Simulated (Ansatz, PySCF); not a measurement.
Caution: the highest occupied level lies above zero, so the state may not be bound. This triplet is an excited state, 1.18 eV above the relaxed singlet at the level frozen-core CCSD(T)/aug-cc-pVTZ // PBE0-D3(BJ)/def2-TZVPD (Ansatz, a first-principles code).

```xyz
5

B      0.8553    -0.2720     0.3748
N     -0.5882    -0.0227     0.2329
H      1.7732    -0.0627    -0.3956
H     -0.9212     0.9360     0.2177
H     -1.1191    -0.5786    -0.4298
```

Charge -1, multiplicity 3.

### Question
Give the Mulliken and meta-Löwdin atomic charges from PBE-D3(BJ)/def2-TZVPD // PBE0-D3(BJ)/def2-TZVPD in PySCF.

### Answer

```json
[
 {"atom": "B1", "Mulliken (e)": "-1.14", "meta-Löwdin (e)": "-0.72"},
 {"atom": "N2", "Mulliken (e)": "-0.16", "meta-Löwdin (e)": "-0.55"},
 {"atom": "H3", "Mulliken (e)": "-0.02", "meta-Löwdin (e)": "-0.06"},
 {"atom": "H4", "Mulliken (e)": "0.16", "meta-Löwdin (e)": "0.16"},
 {"atom": "H5", "Mulliken (e)": "0.16", "meta-Löwdin (e)": "0.16"}
]
```
